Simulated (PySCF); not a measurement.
Field gradients at the hydrogen positions

Species: C₇H₉ClSSi.
Geometry (GFN2-xTB, Å), atoms numbered from 1 in this order:
```xyz
19
C7H9ClSSi angstrom
C      2.8561   -0.0389    0.5449
C      1.8593   -0.1721   -0.5600
S      2.3996   -0.4964   -2.0743
C      0.4420    0.0214   -0.2862
C      0.0253    0.5679    0.8708
Si    -1.7902    0.8744    1.2252
Cl    -2.2020    0.4221    3.1564
C     -2.5800   -0.3252    0.0292
C     -1.8933   -0.7625   -1.0204
C     -0.5033   -0.3583   -1.3950
H      2.9093    0.9944    0.8896
H      2.5813   -0.6666    1.3919
H      3.8403   -0.3297    0.1869
H      0.7577    0.8234    1.6226
H     -2.1591    2.2743    0.9976
H     -3.5844   -0.6928    0.1852
H     -2.3472   -1.4580   -1.7171
H     -0.0476   -1.1646   -1.9750
H     -0.5737    0.4965   -2.0796
```

Level: PBE0/pcSseg-1 (PySCF, non-relativistic); Q(2H) = 0.00286 b; rigid geometry, the same for H and D, with no vibrational averaging.

Question: Rank these positions by the coupling χzz of a deuteron there, largest first.
A. H18 (methylene hydrogen)
B. H11 (methyl hydrogen)
C. H17 (vinylic hydrogen)
D. H16 (vinylic hydrogen)
E. H15 (Si–H hydrogen)

Answer: D (223 kHz), C (214 kHz), B (208 kHz), A (195 kHz), E (106 kHz).

Question: Tabulate Vzz, the asymmetry η and χzz = 234.96 MHz × Q × Vzz for every hydrogen position.

Answer: 
```json
{"atom": "H11", "bonded to": "C1", "bond length (Å)": "1.091", "Vzz (au)": "0.3091", "η": "0.03", "χzz (kHz)": "208"}
{"atom": "H12", "bonded to": "C1", "bond length (Å)": "1.089", "Vzz (au)": "0.3091", "η": "0.03", "χzz (kHz)": "208"}
{"atom": "H13", "bonded to": "C1", "bond length (Å)": "1.087", "Vzz (au)": "0.3083", "η": "0.03", "χzz (kHz)": "207"}
{"atom": "H14", "bonded to": "C5", "bond length (Å)": "1.080", "Vzz (au)": "0.3278", "η": "0.04", "χzz (kHz)": "220"}
{"atom": "H15", "bonded to": "Si6", "bond length (Å)": "1.466", "Vzz (au)": "0.1583", "η": "0.02", "χzz (kHz)": "106"}
{"atom": "H16", "bonded to": "C8", "bond length (Å)": "1.081", "Vzz (au)": "0.3317", "η": "0.04", "χzz (kHz)": "223"}
{"atom": "H17", "bonded to": "C9", "bond length (Å)": "1.084", "Vzz (au)": "0.3182", "η": "0.05", "χzz (kHz)": "214"}
{"atom": "H18", "bonded to": "C10", "bond length (Å)": "1.093", "Vzz (au)": "0.2907", "η": "0.07", "χzz (kHz)": "195"}
{"atom": "H19", "bonded to": "C10", "bond length (Å)": "1.097", "Vzz (au)": "0.2954", "η": "0.03", "χzz (kHz)": "199"}
```

Question: Average by the element that carries the hydrogen.

Answer: on C: 209 kHz over 8 positions, mean bond length 1.088 Å; on Si: 106 kHz over 1 position, mean bond length 1.466 Å.

Question: How does χzz go with the bond length over the 8 C–H bonds?

Answer: A straight-line fit has a slope of -15.1 kHz for each 0.01 Å, with a correlation coefficient of -0.93, over lengths from 1.080 to 1.097 Å. The longer bonds have the smaller couplings here.

Question: A static deuteron (I = 1) shows a doublet split by (3/2)χ, (3/4)χ(1 + η) and (3/4)χ(1 − η) with the field along z, y and x of the gradient. What are these for H12?

Answer: With |χ| = 207.7 kHz and η = 0.027: 312, 160 and 152 kHz, to first order and without motion.

The structure is a single GFN2-xTB conformer in the gas phase; no vibrational or solvent corrections. GFN2-xTB bond lengths can be off by several hundredths of an ångström, more for odd bonds, and the gradients follow them. With a basis this small, the couplings can be 20 % off.
